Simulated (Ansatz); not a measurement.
`F[Si](F)(Cl)Cl` + `[OH][Al]([F])[Br]` → `O[Si](F)(Cl)Cl` + `[F][Al]([F])[Br]`  (redistribution)

Calculated with Ansatz (gas phase, PBE0-D4/def2-TZVP geometries, no zero-point term in ΔE). CCSD(T)/CBS adds triple-zeta CCSD(T) − MP2 to the extrapolated MP2 energy (def2 sets, frozen cores). This one scheme is used for every species. DFT in def2-TZVPP. For Br outer-core shells are correlated without core-valence functions, which leaves a few kJ/mol of doubt a bond. Scalar relativity is left out up to krypton. Each species was taken in one conformer, which may not be the lowest.

`F[Si](F)(Cl)Cl`:

Z-matrix (Å, degrees):
```
Si
F 1 1.571
Cl 1 2.007 2 109.3
Cl 1 2.007 2 109.3 3 122.7
F 1 1.571 2 107.7 3 -118.7
```

`[OH][Al]([F])[Br]`:

Z-matrix (Å, degrees):
```
Al
O 1 1.676
Br 1 2.233 2 122.9
F 1 1.635 2 118.3 3 180.0
H 2 0.956 1 123.3 3 -0.0
```

`O[Si](F)(Cl)Cl`:

```xyz
6

O     0.091   -0.002   -1.323
Si    0.137    0.037    0.288
F     0.082    1.522    0.823
Cl   -1.444   -0.933    1.105
Cl    1.878   -0.782    0.873
H    -0.744    0.158   -1.767
```

`[F][Al]([F])[Br]`:

Z-matrix (Å, degrees):
```
Al
F 1 1.631
Br 1 2.216 2 120.6
F 1 1.631 2 118.9 3 -180.0
```

```
       level  ΔE (kcal/mol)
      r2SCAN           -1.4
MP2/def2-SVP           -3.5
```

(1) What does CCSD(T)/CBS give? (Estimate.)

Largest T1 diagnostic among the species: 0.010.

Answers

(1) Computed: -2.1 kcal/mol. The listed levels differ from it by 0.7, -1.4 kcal/mol.

Leaving LDA and LC-ωPBE aside and taking each functional with its dispersion term where it has one, the values, not all of them listed here, spread over 0.7 kcal/mol, from revPBE-D4 to r2SCAN-D4. At CCSD(T), def2-SVP lies −1.3 kcal/mol from the extrapolated value and def2-TZVPP +0.5 kcal/mol.
